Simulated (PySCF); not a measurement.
PBE on Ne²⁺ (neon, charge +2), [He] 2s2 2p3 3d1, high-spin 5D determinant (an excited configuration). Computed with PySCF 2.14 in aug-cc-pVDZ (4s3p2d, 23 functions), with no relativity, point nucleus.

```
cycle= 1 E= -124.2535446497  delta_E= -0.00198  |g|= 0.0102  |ddm|= 0.164
cycle= 2 E= -124.25356754293  delta_E= -2.29e-05  |g|= 0.00329  |ddm|= 0.0237
cycle= 3 E= -124.253570332159  delta_E= -2.79e-06  |g|= 6.81e-05  |ddm|= 0.00569
cycle= 4 E= -124.253570333235  delta_E= -1.08e-09  |g|= 9.23e-07  |ddm|= 0.000122
cycle= 5 E= -124.253570333235  delta_E= -1.14e-13  |g|= 3.51e-08  |ddm|= 1.04e-06
converged SCF energy = -124.253570333235  <S^2> = 6.0006646  2S+1 = 5.0002658
```

Highest occupied orbital energy: 3.521 eV; ⟨L²⟩ = 6.00; populations by l: s 4.00, p 3.00, d 1.00.

Problem. Can this result be used?

Solution. Not for this state. The calculation finished and met its thresholds. The outer electron is Rydberg-like, and this basis confines it to a smaller radius and binds it less than a complete one would. At PBE the highest occupied level has a positive energy, so only the finite basis holds that electron; for this excited configuration the basis is too tight for the outer shell.
